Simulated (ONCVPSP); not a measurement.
# Ga (Z = 31): one change to an ONCV potential, before and after

Ga, optimised norm-conserving Vanderbilt (ONCV), made with ONCVPSP 4.0.1 (PBE, fully relativistic). Core [Ne], reference 3s2 3p6 3d10 4s2 4p0.5 (charge +0.5). Waves: 3s+4s: rc 1.25 bohr, ncon 4, nbas 9, qcut 11.2 1/bohr, 3 projectors, debl 2.1 Ha; 3p+4p: rc 1.10 bohr, ncon 4, nbas 7, qcut 14.1 1/bohr, 3 projectors, debl 3.8 Ha; 3d: rc 1.40 bohr, ncon 3, nbas 8, qcut 10.3 1/bohr, 1 projector. Local part: polynomial inside 0.80 bohr (lpopt 4, dvloc0 -1 Ha). Core correction: none.

Open shells are filled in proportion to 2j + 1.

All-electron outer shells of the reference configuration (PBE, scalar-relativistic, ld1.x):

```
shell  level (eV)  outermost node (bohr)  outermost maximum (bohr)
   2s    -1266.16                   0.07                      0.18
   2p    -1102.67                      –                      0.15
   3s     -151.96                   0.27                      0.56
   3p     -102.70                   0.24                      0.56
   3d      -22.99                      –                      0.53
   4s      -12.43                   0.81                      1.87
   4p       -5.62                   0.87                      2.41
```

Change: d: rc 1.76.

Cutoffs: the cutoffs (Ha) at which the residual kinetic energy of the hardest occupied pseudo-wave falls to 1 and 0.1 mHa per electron; they do not see the model core or the augmentation charge, which bear on the density cutoff. Errors are all-electron minus pseudo energies relative to the spin-unpolarised reference configuration.

Problem. Predict the effect on cutoff, ghosts and configuration errors.

Solution. The potential gets neither clearly harder nor softer (59 Ha and 71 Ha → 59 Ha and 71 Ha); the p channel sets the loose cutoff, while the largest relative change is in d, which becomes softer; of the 4 tests that both files solve, the error grows in 2 and shrinks in 0 by more than 15 % and 0.3 meV (median size 0.2 → 4.3 meV); neither file shows a bound ghost.

| quantity | base | changed |
| --- | --- | --- |
| cutoff, loose | 59 Ha | 59 Ha |
| cutoff, tight | 71 Ha | 71 Ha |
| loose cutoff by channel | s 34 Ha, p 59 Ha, d 45 Ha | s 34 Ha, p 59 Ha, d 39 Ha |
| bound ghosts | none | none |
| GHOST(+) flags under 300 eV | none | none |
| error for 3s2 3p6 3d10 4s2 4p1, meV [ΔE -2.03 eV] | -0.1 | -0.1 |
| error for 3s2 3p6 3d10 4s2 4p0, meV [ΔE 3.66 eV] | +0.2 | +0.2 |
| error for 3s2 3p6 3d10 4s1 4p0, meV [ΔE 24.79 eV] | +0.2 | -8.4 |
| error for 3s2 3p6 3d9 4s2 4p1, meV [ΔE 25.66 eV] | +175 | +356 |
| s: phases at 1.27 bohr within 0.05 rad from the reference energy up to (Ha; the scan ends near 5) | to the end of the scan | to the end of the scan |
| p3/2: phases at 1.12 bohr within 0.05 rad from the reference energy up to (Ha; the scan ends near 5) | to the end of the scan | to the end of the scan |
| p1/2: phases at 1.12 bohr within 0.05 rad from the reference energy up to (Ha; the scan ends near 5) | to the end of the scan | to the end of the scan |
